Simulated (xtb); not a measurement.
xtb input (GFN1-xTB):

```bash
xtb mol.xyz --gfn 1 --sp --chrg -1 --uhf 0
```
mol.xyz:
```
4

Rh     0.35507883    -0.22253564     0.37414544
B     -0.82695769     0.17328884     1.58442982
B     -0.53665604     0.43992643    -1.30290341
O     -1.14505985     0.86850343    -2.28052212
```

End of the output:

```
         :::::::::::::::::::::::::::::::::::::::::::::::::::::
         ::                     SUMMARY                     ::
         :::::::::::::::::::::::::::::::::::::::::::::::::::::
         :: total energy             -11.699553956786 Eh    ::
         :: gradient norm              0.219649473497 Eh/a0 ::
         :: HOMO-LUMO gap              1.599861005449 eV    ::
         ::.................................................::
         :: SCC energy               -11.846941691672 Eh    ::
         :: -> electrostatic           0.181569025946 Eh    ::
         :: repulsion energy           0.148848889172 Eh    ::
         :: dispersion energy         -0.001461154286 Eh    ::
         :: halogen bond corr.         0.000000000000 Eh    ::
         :: add. restraining           0.000000000000 Eh    ::
         :: total charge              -1.000000000000 e     ::
         :::::::::::::::::::::::::::::::::::::::::::::::::::::

           -------------------------------------------------
          |                Property Printout                |
           -------------------------------------------------

    * Orbital Energies and Occupations

         #    Occupation            Energy/Eh            Energy/eV
      -------------------------------------------------------------
         1        2.0000           -0.5163710             -14.0512
         2        2.0000           -0.3427082              -9.3256
         3        2.0000           -0.3087051              -8.4003
         4        2.0000           -0.2996166              -8.1530
         5        2.0000           -0.2964377              -8.0665
         6        2.0000           -0.2122086              -5.7745
         7        2.0000           -0.1875058              -5.1023
         8        2.0000           -0.1865896              -5.0774
         9        2.0000           -0.1714434              -4.6652
        10        2.0000           -0.1683768              -4.5818
        11        2.0000           -0.1533499              -4.1729 (HOMO)
        12                         -0.0945561              -2.5730 (LUMO)
        13                         -0.0816799              -2.2226
        14                         -0.0249625              -0.6793
        15                          0.0443675               1.2073
        16                          0.0502845               1.3683
Note: The following floating-point exceptions are signalling: IEEE_DENORMAL
normal termination of xtb
        17                          0.1690716               4.6007
        18                          0.2483187               6.7571
        19                          0.8655773              23.5536
        20                          1.1510289              31.3211
        21                          1.5208420              41.3842
      -------------------------------------------------------------
                  HL-Gap            0.0587938 Eh            1.5999 eV
             Fermi-level           -0.1239762 Eh           -3.3736 eV

  Mulliken/CM5 charges         n(s)   n(p)   n(d)
     1Rh   -0.56811 -0.10045   0.186  0.944  8.439
     2B    -0.07723 -0.38514   1.550  1.527  0.000
     3B     0.26540  0.06670   1.120  1.614  0.000
     4O    -0.62006 -0.58111   1.740  4.880  0.000

Wiberg/Mayer (AO) data.
largest (>0.10) Wiberg bond orders for each atom

 ---------------------------------------------------------------------------
     #   Z sym  total        # sym  WBO       # sym  WBO       # sym  WBO
 ---------------------------------------------------------------------------
     1  45 Rh   3.807 --     2 B    2.767     3 B    0.959
     2   5 B    2.941 --     1 Rh   2.767     3 B    0.134
     3   5 B    3.063 --     4 O    1.970     1 Rh   0.959     2 B    0.134
     4   8 O    2.092 --     3 B    1.970
 ---------------------------------------------------------------------------

Topologies differ in total number of bonds
Writing topology from bond orders to xtbtopo.mol

 dipole moment from electron density (au)
     X       Y       Z
   2.2597  -1.2278   1.0397  total (Debye):    7.051

           -------------------------------------------------
          | TOTAL ENERGY              -11.699553956786 Eh   |
          | GRADIENT NORM               0.219649473497 Eh/α |
          | HOMO-LUMO GAP               1.599861005449 eV   |
           -------------------------------------------------

------------------------------------------------------------------------
------------------------------------------------------------------------
 total:
 SCF:
```
